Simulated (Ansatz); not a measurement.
Reaction (formal exchange of groups at the Si–O bond): `B/C=C/O[SiH3]` + `CB[SiH3]` → `CB([SiH3])[SiH3]` + `B/C=C/O`

Computed with Ansatz on PBE0-D4/def2-TZVP structures; ΔE is electronic, products minus reactants. CCSD(T)/CBS is the MP2 limit (def2-TZVPP, def2-QZVPP) plus CCSD(T) − MP2 in def2-TZVPP, frozen cores. This one scheme is used for every species. Double bonds are as drawn, so ΔE can hold a change between cis and trans. Functionals use def2-TZVPP. Each species was taken in one conformer, which may not be the lowest.

Is it downhill or uphill in electronic energy at CCSD(T)/CBS, and by how much? (Best estimate.)

The calculation gave: Uphill: ΔE = +0.87 eV.

What do these levels give: PBE-D4, ωB97X-V, HF/def2-TZVPP, SCS-MP2/def2-TZVPP, HF/def2-QZVPP, CCSD/CBS(def2)? (Estimate.)

The calculation gave: PBE-D4 0.60, ωB97X-V 0.84, HF/def2-TZVPP 1.15, SCS-MP2/def2-TZVPP 1.00, HF/def2-QZVPP 1.17, CCSD/CBS(def2) 0.91 eV.

Largest T1 diagnostic among the species: 0.013.

In def2-TZVPP, CCSD(T) changes the Hartree–Fock value by −0.28 eV (the triples alone add −0.04 eV) and MP2 by −0.20 eV. The D4 term adds −0.04 eV with B3LYP and −0.02 eV with PBE0; it sums over pairs of atoms, weighted by their polarisabilities, and B3LYP, whose exchange is more repulsive, gets the larger term. From PBE to PBE0 (25 % exact exchange), in def2-TZVPP and without D4, ΔE moves by +0.08 eV.

B3LYP here is the variant with VWN-RPA as its local correlation; programs differ in this.
